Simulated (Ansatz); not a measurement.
Reaction (formal hydrolysis of the Al–F bond): `C[O][Al]([F])[Cl]` + H₂O → `C[O][Al]([OH])[Cl]` + H–F

Program: Ansatz. Geometries: PBE0-D4/def2-TZVP. ΔE: electronic, gas phase. CCSD(T)/CBS adds triple-zeta CCSD(T) − MP2 to the extrapolated MP2 energy (def2 sets, frozen cores). This one scheme is used for every species. DFT in def2-TZVPP. HSE06 is defined as in plane-wave codes. Each species was taken in one conformer, which may not be the lowest.

`C[O][Al]([F])[Cl]`:

Z-matrix (Å, degrees):
```
C
O 1 1.402
H 1 1.096 2 112.4
H 1 1.094 2 109.7 3 -120.6
H 1 1.094 2 109.7 3 120.6
Al 2 1.663 1 136.1 3 -0.2
Cl 6 2.077 2 121.9 1 -0.2
F 6 1.635 2 119.1 1 179.9
```

H₂O:

```xyz
3

O     0.337    0.191    0.039
H    -0.306    0.280   -0.668
H    -0.031   -0.471    0.628
```

`C[O][Al]([OH])[Cl]`:

Z-matrix (Å, degrees):
```
C
O 1 1.399
H 1 1.094 2 109.8
H 1 1.096 2 112.5 3 120.6
H 1 1.094 2 109.8 3 -118.7
Al 2 1.667 1 135.7 3 -120.3
Cl 6 2.092 2 120.2 1 -0.1
O 6 1.681 2 118.8 1 179.9
H 8 0.956 6 122.4 2 -179.9
```

H–F:

Z-matrix (Å, degrees):
```
F
H 1 0.920
```

```csv
species,HSE06-D4 energy (Eh)
`C[O][Al]([F])[Cl]`,-917.40795
H₂O,-76.37741
`C[O][Al]([OH])[Cl]`,-893.37914
H–F,-100.39003
```

Problem. Work out ΔE.

Solution. ΔE = (-893.37914) + (-100.39003) − (-917.40795) − (-76.37741) = 0.01619 Eh = +10.2 kcal/mol. CCSD(T)/CBS gives +10.9 kcal/mol.

Largest T1 diagnostic among the species: 0.011.

At CCSD(T), def2-SVP lies +1.0 kcal/mol from the extrapolated value and def2-TZVPP −0.5 kcal/mol. In def2-TZVPP, CCSD(T) changes the Hartree–Fock value by −1.4 kcal/mol (the triples alone add −0.3 kcal/mol) and MP2 by −1.8 kcal/mol. Leaving LDA and LC-ωPBE aside and taking each functional with its dispersion term where it has one, the values, not all of them listed here, spread over 1.4 kcal/mol, from HSE06-D4 to B97M-V. LDA lies −1.3 kcal/mol from PBE without D4.
